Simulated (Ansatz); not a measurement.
Reactions of CH₄Cl₂OSSi, SMILES `CO[Si](S)(Cl)Cl`.

Gas-phase electronic energies from Ansatz, PBE0-D4/def2-TZVP geometries. CBS: MP2 limit from def2 TZ/QZ plus the TZ coupled-cluster correction, frozen cores. This one scheme is used for every species, atoms too. Functionals use def2-TZVPP. No spin–orbit coupling; open shells (•) take unrestricted orbitals. Spin–orbit coupling would lower the free atoms: a little for C, Cl, O, S, Si. For Ge, Se outer-core shells are correlated without core-valence functions, so the limit isn't a true one: a few kJ/mol of doubt a bond, and 10 to 20 or more in all where bonds break to atoms. Scalar relativity is left out up to krypton. Each species was taken in one conformer, which may not be the lowest.

```tsv
reaction	ωB97X-V (kJ/mol)	PBE-D4 (kJ/mol)	CCSD(T)/CBS(def2) (kJ/mol)
`CO[Si](S)(Cl)Cl` + H₂S → `S[Si](S)(Cl)Cl` + CH₃OH	54	37	52
`CO[Si](S)(Cl)Cl` → C• + 2 Cl• + 4 H• + O• + S• + Si•	3638	3679	3626
`CO[Si](S)(Cl)Cl` + CH₃OH → `CO[Si](S)(Cl)OC` + HCl	-19	-10	-19
`CO[Si](S)(Cl)Cl` + H₂ → `CO[SiH](S)Cl` + HCl	80	84	82
`CO[Si](S)(Cl)Cl` → `C[O]`• + `S[Si](Cl)Cl`•	493	458	511
`CO[Si](S)(Cl)Cl` + H₂ → `S[SiH](Cl)Cl` + CH₃OH	91	86	93
`CO[Si](S)(Cl)Cl` + CH₄ → `C[Si](S)(Cl)Cl` + CH₃OH	103	95	103
`CO[Si](S)(Cl)Cl` + `[CH3][GeH2][SeH]` → `CO[Si](Cl)(Cl)[SeH]` + `[CH3][GeH2][SH]`	13	12	11
`CO[Si](S)(Cl)Cl` + H₂Se → `CO[Si](Cl)(Cl)[SeH]` + H₂S	1	-1	-3
```

Largest T1 diagnostic: 0.019, for `C[O]`•.
